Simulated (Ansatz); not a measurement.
Ansatz (a quantum-chemistry and plane-wave program) input (B3LYP-D3(BJ)/def2-TZVP):

Ansatz 0.2 input:
```yaml
crystal:
  periodic: [false, false, false]
  atoms:
    - {symbol: C, position_ang: [-0.12764583, -0.35012199, -0.45115621]}
    - {symbol: C, position_ang: [-1.23989351, -0.41588136, 0.58997529]}
    - {symbol: Cl, position_ang: [-1.94056267, 1.32733638, 0.63164370]}
    - {symbol: C, position_ang: [1.08570754, 0.39552085, 0.08605221]}
    - {symbol: Cl, position_ang: [2.02587078, -0.59702788, 1.21634115]}
    - {symbol: H, position_ang: [0.15807383, -1.37986586, -0.70639712]}
    - {symbol: H, position_ang: [-0.39255153, 0.15905560, -1.40271895]}
    - {symbol: H, position_ang: [-2.08544307, -0.96262749, 0.09913633]}
    - {symbol: H, position_ang: [1.78636417, 0.68474704, -0.70304938]}
    - {symbol: H, position_ang: [0.76657278, 1.27553091, 0.64541560]}
basis:
  gaussian:
    orbitals: def2-TZVP
hamiltonian:
  xc: b3lyp
  dispersion: d3bj
total_charge: -1
relax: {f_tol: 0.002, max_steps: 150}
```

Output:

```
Functional definition: B3LYP
integrals: 0.13 GiB planned
1286 factors; their error is unknown
mean field: 1.19 GiB planned
mean field evaluation 1: about -28234.3517 eV, gradient 4.7e1 eV
mean field evaluation 2: about -28222.3159 eV, gradient 7.9e1 eV
mean field evaluation 4: about -28239.8678 eV, gradient 5.3e0 eV
mean field evaluation 8: about -28239.9340 eV, gradient 1.2e-1 eV
mean field evaluation 16: about -28239.9719 eV, gradient 6.3e-4 eV
mean field -28239.97194289 eV, -1037.7998271606 hartree, gradient 2.1e-5 eV, S^2 0.000000; 0 other end points of the search recorded, 0 dependent functions left out
the calculation of the forces begins
reference -28239.97221510 eV, -1037.7998371643 hartree; 29, 29 occupied and 168, 168 virtual orbitals, 1286 factors
relax step   1: F+E_penalty+E_count = -28240.40966635 eV  Δ(F+E_penalty+E_count) = +0.000e0 eV  max|allowed force component| = 8.674e-1 eV/Å  Δτ_max = 0.0000 Å  (31 SCF iters, accepted)
these checks for a lower state are left out or cut short: starts, cluster_reference, orbital_swaps, neighbouring_geometries, increment
integrals: 0.13 GiB planned
1286 factors; their error is unknown
mean field: 1.19 GiB planned
mean field -28240.03314563 eV, -1037.8020763199 hartree, gradient 1.8e-5 eV, S^2 0.000000; 0 other end points of the search recorded, 0 dependent functions left out
the calculation of the forces begins
reference -28240.03341982 eV, -1037.8020863963 hartree; 29, 29 occupied and 168, 168 virtual orbitals, 1286 factors
relax step   2: F+E_penalty+E_count = -28240.46088377 eV  Δ(F+E_penalty+E_count) = -5.122e-2 eV  max|allowed force component| = 5.209e-1 eV/Å  Δτ_max = 0.0955 Å  (32 SCF iters, accepted)
these checks for a lower state are left out or cut short: starts, cluster_reference, orbital_swaps, neighbouring_geometries, increment
integrals: 0.13 GiB planned
1286 factors; their error is unknown
mean field: 1.19 GiB planned
mean field evaluation 32: about -28240.0546 eV, gradient 6.6e-3 eV
mean field -28240.05464952 eV, -1037.8028665732 hartree, gradient 1.7e-5 eV, S^2 0.000000; 0 other end points of the search recorded, 0 dependent functions left out
the calculation of the forces begins
reference -28240.05492345 eV, -1037.8028766401 hartree; 29, 29 occupied and 168, 168 virtual orbitals, 1286 factors
relax step   3: F+E_penalty+E_count = -28240.48115434 eV  Δ(F+E_penalty+E_count) = -2.027e-2 eV  max|allowed force component| = 2.556e-1 eV/Å  Δτ_max = 0.0281 Å  (33 SCF iters, accepted)
these checks for a lower state are left out or cut short: starts, cluster_reference, orbital_swaps, neighbouring_geometries, increment
integrals: 0.13 GiB planned
1286 factors; their error is unknown
mean field: 1.19 GiB planned
mean field -28240.06278094 eV, -1037.8031653974 hartree, gradient 1.8e-5 eV, S^2 0.000000; 0 other end points of the search recorded, 0 dependent functions left out
the calculation of the forces begins
reference -28240.06305467 eV, -1037.8031754568 hartree; 29, 29 occupied and 168, 168 virtual orbitals, 1286 factors
relax step   4: F+E_penalty+E_count = -28240.48848539 eV  Δ(F+E_penalty+E_count) = -7.331e-3 eV  max|allowed force component| = 8.554e-2 eV/Å  Δτ_max = 0.0216 Å  (32 SCF iters, accepted)
these checks for a lower state are left out or cut short: starts, cluster_reference, orbital_swaps, neighbouring_geometries, increment
integrals: 0.13 GiB planned
1286 factors; their error is unknown
mean field: 1.19 GiB planned
mean field -28240.06303299 eV, -1037.8031746603 hartree, gradient 1.7e-5 eV, S^2 0.000000; 0 other end points of the search recorded, 0 dependent functions left out
the calculation of the forces begins
reference -28240.06330639 eV, -1037.8031847074 hartree; 29, 29 occupied and 168, 168 virtual orbitals, 1286 factors
relax step   5: F+E_penalty+E_count = -28240.48918299 eV  Δ(F+E_penalty+E_count) = -6.976e-4 eV  max|allowed force component| = 4.657e-2 eV/Å  Δτ_max = 0.0099 Å  (34 SCF iters, accepted)
these checks for a lower state are left out or cut short: starts, cluster_reference, orbital_swaps, neighbouring_geometries, increment
integrals: 0.13 GiB planned
1286 factors; their error is unknown
mean field: 1.19 GiB planned
mean field -28240.06326756 eV, -1037.8031832805 hartree, gradient 1.7e-5 eV, S^2 0.000000; 0 other end points of the search recorded, 0 dependent functions left out
the calculation of the forces begins
reference -28240.06354094 eV, -1037.8031933269 hartree; 29, 29 occupied and 168, 168 virtual orbitals, 1286 factors
relax step   6: F+E_penalty+E_count = -28240.48939326 eV  Δ(F+E_penalty+E_count) = -2.103e-4 eV  max|allowed force component| = 1.976e-2 eV/Å  Δτ_max = 0.0055 Å  (35 SCF iters, accepted)
these checks for a lower state are left out or cut short: starts, cluster_reference, orbital_swaps, neighbouring_geometries, increment
integrals: 0.13 GiB planned
1286 factors; their error is unknown
mean field: 1.19 GiB planned
mean field -28240.06348039 eV, -1037.8031911017 hartree, gradient 1.7e-5 eV, S^2 0.000000; 0 other end points of the search recorded, 0 dependent functions left out
the calculation of the forces begins
reference -28240.06375365 eV, -1037.8032011438 hartree; 29, 29 occupied and 168, 168 virtual orbitals, 1286 factors
relax step   7: F+E_penalty+E_count = -28240.48944057 eV  Δ(F+E_penalty+E_count) = -4.730e-5 eV  max|allowed force component| = 7.366e-3 eV/Å  Δτ_max = 0.0068 Å  (34 SCF iters, accepted)
these checks for a lower state are left out or cut short: starts, cluster_reference, orbital_swaps, neighbouring_geometries, increment
integrals: 0.13 GiB planned
1286 factors; their error is unknown
mean field: 1.19 GiB planned
mean field evaluation 64: about -28240.0239 eV, gradient 5.1e-4 eV
mean field -28240.06342893 eV, -1037.8031892107 hartree, gradient 1.7e-5 eV, S^2 0.000000; 0 other end points of the search recorded, 0 dependent functions left out
the calculation of the forces begins
reference -28240.06370211 eV, -1037.8031992498 hartree; 29, 29 occupied and 168, 168 virtual orbitals, 1286 factors
relax step   8: F+E_penalty+E_count = -28240.48947295 eV  Δ(F+E_penalty+E_count) = -3.238e-5 eV  max|allowed force component| = 2.822e-3 eV/Å  Δτ_max = 0.0046 Å  (33 SCF iters, accepted)
these checks for a lower state are left out or cut short: starts, cluster_reference, orbital_swaps, neighbouring_geometries, increment
integrals: 0.13 GiB planned
1286 factors; their error is unknown
mean field: 1.19 GiB planned
mean field -28240.06344998 eV, -1037.8031899844 hartree, gradient 1.7e-5 eV, S^2 0.000000; 0 other end points of the search recorded, 0 dependent functions left out
the calculation of the forces begins
reference -28240.06372311 eV, -1037.8032000214 hartree; 29, 29 occupied and 168, 168 virtual orbitals, 1286 factors
relax step   9: F+E_penalty+E_count = -28240.48948238 eV  Δ(F+E_penalty+E_count) = -9.427e-6 eV  max|allowed force component| = 3.331e-3 eV/Å  Δτ_max = 0.0032 Å  (35 SCF iters, accepted)
these checks for a lower state are left out or cut short: starts, cluster_reference, orbital_swaps, neighbouring_geometries, increment
integrals: 0.13 GiB planned
1286 factors; their error is unknown
mean field: 1.19 GiB planned
mean field -28240.06337272 eV, -1037.8031871450 hartree, gradient 1.7e-5 eV, S^2 0.000000; 0 other end points of the search recorded, 0 dependent functions left out
the calculation of the forces begins
reference -28240.06364584 eV, -1037.8031971820 hartree; 29, 29 occupied and 168, 168 virtual orbitals, 1286 factors
relax step  10: F+E_penalty+E_count = -28240.48947083 eV  Δ(F+E_penalty+E_count) = +1.154e-5 eV  max|allowed force component| = 8.812e-3 eV/Å  Δτ_max = 0.0020 Å  (35 SCF iters, rejected (line search))
these checks for a lower state are left out or cut short: starts, cluster_reference, orbital_swaps, neighbouring_geometries, increment
integrals: 0.13 GiB planned
1286 factors; their error is unknown
mean field: 1.19 GiB planned
mean field -28240.06346154 eV, -1037.8031904090 hartree, gradient 1.7e-5 eV, S^2 0.000000; 0 other end points of the search recorded, 0 dependent functions left out
the calculation of the forces begins
reference -28240.06373465 eV, -1037.8032004457 hartree; 29, 29 occupied and 168, 168 virtual orbitals, 1286 factors
relax step  11: F+E_penalty+E_count = -28240.48948499 eV  Δ(F+E_penalty+E_count) = -2.612e-6 eV  max|allowed force component| = 1.046e-3 eV/Å  Δτ_max = 0.0010 Å  (35 SCF iters, accepted)
these checks for a lower state are left out or cut short: starts, cluster_reference, orbital_swaps, neighbouring_geometries, increment
integrals: 0.13 GiB planned
1286 factors; their error is unknown
mean field: 1.19 GiB planned
mean field evaluation 96: about -28240.0635 eV, gradient 1.7e-5 eV
mean field -28240.06349581 eV, -1037.8031916685 hartree, gradient 1.7e-5 eV, S^2 0.000000; 0 other end points of the search recorded, 0 dependent functions left out
the calculation of the forces begins
reference -28240.06376887 eV, -1037.8032017033 hartree; 29, 29 occupied and 168, 168 virtual orbitals, 1286 factors
relax step  12: F+E_penalty+E_count = -28240.48948716 eV  Δ(F+E_penalty+E_count) = -2.174e-6 eV  max|allowed force component| = 8.348e-4 eV/Å  Δτ_max = 0.0028 Å  (35 SCF iters, accepted)
integrals: 0.13 GiB planned
1286 factors; their error is unknown
mean field: 1.19 GiB planned
mean field -28240.06349581 eV, -1037.8031916685 hartree, gradient 1.7e-5 eV, S^2 0.000000; 1 other end points of the search recorded, 0 dependent functions left out
the calculation of the forces begins
reference -28240.06376887 eV, -1037.8032017033 hartree; 29, 29 occupied and 168, 168 virtual orbitals, 1286 factors
Total energy: -28240.48976023 eV, -1037.8188565968 hartree
Atom 0 at    -0.139003    -0.339246    -0.420734 Å, force    -0.000817     0.000835    -0.000508 eV/Å
Atom 1 at    -1.261855    -0.431183     0.584828 Å, force     0.000312     0.000277     0.000016 eV/Å
Atom 2 at    -2.055634     1.362907     0.568860 Å, force    -0.000066    -0.000543    -0.000016 eV/Å
Atom 3 at     1.097898     0.387998     0.086684 Å, force     0.000264    -0.000270     0.000672 eV/Å
Atom 4 at     2.141056    -0.624616     1.207189 Å, force     0.000778    -0.000252     0.000699 eV/Å
Atom 5 at     0.142632    -1.365094    -0.694632 Å, force     0.000231    -0.000062    -0.000026 eV/Å
Atom 6 at    -0.389162     0.179893    -1.373502 Å, force    -0.000122    -0.000329    -0.000258 eV/Å
Atom 7 at    -2.084586    -0.970344     0.094354 Å, force    -0.000220     0.000328    -0.000070 eV/Å
Atom 8 at     1.774347     0.677258    -0.717504 Å, force    -0.000447     0.000094    -0.000341 eV/Å
Atom 9 at     0.810801     1.259092     0.669701 Å, force     0.000088    -0.000076    -0.000168 eV/Å
Dipole moment:     0.823356     0.052873    -0.480352 e Å
```

It need not be the lowest isomer of its formula. Whether it binds its extra electron was not tested at this geometry.
